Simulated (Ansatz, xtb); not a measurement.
# Relative energy of two conformers of C3H8Ge+

Structure X is the doublet with the links of `C[CH][GeH+][CH3]` and structure Y is the doublet with the links of `C[CH][GeH+][CH3]`. Both are isolated ions in the gas phase, relaxed with B3LYP/6-31G*.

X (Å):

```
atom    x (Å)    y (Å)    z (Å)
   C   0.1711   0.5221   0.8631
   C   0.9485  -0.7028   1.1350
   C  -1.5669  -2.6349   2.2762
  Ge   0.2906  -2.3376   1.8206
   H  -0.8945   0.4487   1.0894
   H   0.6018   1.3648   1.4303
   H   0.2953   0.8098  -0.1947
   H   2.0177  -0.6728   0.9216
   H   1.3417  -3.4445   1.9999
   H  -1.9387  -3.4769   1.6815
   H  -2.1683  -1.7443   2.0866
   H  -1.6236  -2.9122   3.3349
```

Y (Å):

| atom | x (Å) | y (Å) | z (Å) |
| --- | --- | --- | --- |
| C | 1.6194 | -1.5595 | -1.2791 |
| C | 0.4678 | -2.0421 | -0.4917 |
| C | -2.5956 | -1.8005 | 0.8673 |
| Ge | -1.1336 | -1.0875 | -0.1807 |
| H | 2.5277 | -1.5769 | -0.6528 |
| H | 1.8331 | -2.2716 | -2.0944 |
| H | 1.4955 | -0.5598 | -1.7012 |
| H | 0.5447 | -3.0361 | -0.0495 |
| H | -1.2052 | 0.3099 | -0.8200 |
| H | -2.7848 | -1.1229 | 1.7074 |
| H | -3.4934 | -1.8275 | 0.2398 |
| H | -2.3588 | -2.8011 | 1.2334 |

Energies in hartree; the thermal terms are from B3LYP/6-31G* harmonic frequencies (ideal gas, rigid rotor, one conformer each, 298.15 K, 1 atm) and include the zero-point energy:

|  | X | Y |
| --- | --- | --- |
| E, CCSD(T)/def2-SVP | −2193.672088 | −2193.672322 |
| E, MP2/def2-SVP | −2193.604110 | −2193.604335 |
| E, MP2/def2-TZVPP | −2194.111054 | −2194.111385 |
| zero-point energy | 0.096514 | 0.096445 |
| H(298 K) − E | 0.104645 | 0.104622 |
| G(298 K) − E | 0.064237 | 0.064231 |

**Question.** Correct the CCSD(T) difference for the basis set by the MP2 change, then work out ΔE, ΔE₀, ΔH and ΔG for X → Y in kcal/mol (1 Eh = 627.51 kcal/mol) and the equilibrium ratio [Y]/[X].

**Answer.** 1. Differences Y − X: CCSD(T) −0.000234, MP2 in the small set −0.000225, MP2 in the large set −0.000331 Eh.
2. ΔE = −0.000234 + (−0.000331 − (−0.000225)) = −0.000340 Eh = −0.21 kcal/mol.
3. ΔE₀ = ΔE + ΔZPE = −0.000340 + (−0.000069) Eh = −0.26 kcal/mol.
4. ΔH = ΔE + (−0.000023) Eh = −0.23 kcal/mol.
5. ΔG = ΔE + (−0.000006) Eh = −0.22 kcal/mol, so ΔS = (ΔH − ΔG)/T = −0.1 J/(mol K).
6. kT = 0.9442 mEh, so K = [Y]/[X] = exp(−ΔG/kT) = exp(+0.37) ≈ 1.4.

The two are too close for this level to say which is favoured. An error of 1 kcal/mol in ΔG would change K by a factor of 5.4. Mirror images and further conformers aren't counted.

Other levels gave ΔE = −0.3 (B3LYP/6-31G*); −0.2 (HF/def2-SVP); −0.1 (MP2/def2-SVP); −0.1 (CCSD(T)/def2-SVP) kcal/mol. Open shells are spin-unrestricted. The correlated steps freeze 12 core orbitals; the filled d shell of Ge is correlated, in a basis made for valence electrons. Programs: Ansatz 0.2.0.
